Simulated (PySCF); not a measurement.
FeF₂, SMILES [F][Fe][F] (connectivity only; charge and spin as stated), neutral, multiplicity 5.

Geometry optimised at PBE0-D3(BJ)/def2-TZVP. The spin state was assumed, not searched.

Computed with PBE/def2-TZVPD in PySCF.

Gas-phase values at a fixed geometry.

- total energy: -1463.16684 hartree
- point group: D∞h
- α spin, highest occupied and lowest empty level: -7.34 and -1.86 eV
- β spin, highest occupied and lowest empty level: -5.71 and -4.90 eV
- dipole moment: 0.00 D
- mean static polarisability: 27.9 bohr³ (4.13 Å³)
- polarisability, principal values: 22.7, 22.7, 38.1 bohr³
- ⟨S²⟩: 6.006 (pure state 6.00)
